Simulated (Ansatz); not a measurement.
Basis-set extrapolation for AlCl$_{3}$H$_{2}$O, SMILES `[OH2+][Al-]([Cl])([Cl])[Cl]` (PBE0-D4/def2-TZVP geometry, frozen core, Ansatz 0.2.0). Multiplicity 1, RHF reference.

|  | def2-TZVPP | def2-QZVPP |
| --- | --- | --- |
| HF | -1696.797079 | -1696.846138 |
| MP2 correlation | -0.892602 | -0.980610 |
| CCSD(T) correlation | -0.982050 | not run |

Energies in hartree. Use E(X) = E(∞) + A·exp(−7.88·√X) for Hartree–Fock and E(X) = E(∞) + B·X^(−2.97) for correlation, with X = 3 and 4, and add CCSD(T) minus MP2 of the smaller set to the MP2 limit.

What is the CCSD(T) energy at the basis-set limit?

HF limit: -1696.846138 + (-0.049059) × 0.13774 = -1696.85290. MP2 limit: -0.980610 + (-0.088008) × 0.74074 = -1.04580. Higher-order term: -0.982050 − (-0.892602) = -0.08945. Total: -1697.98815 hartree, 131.2 kcal/mol below CCSD(T)/def2-TZVPP.
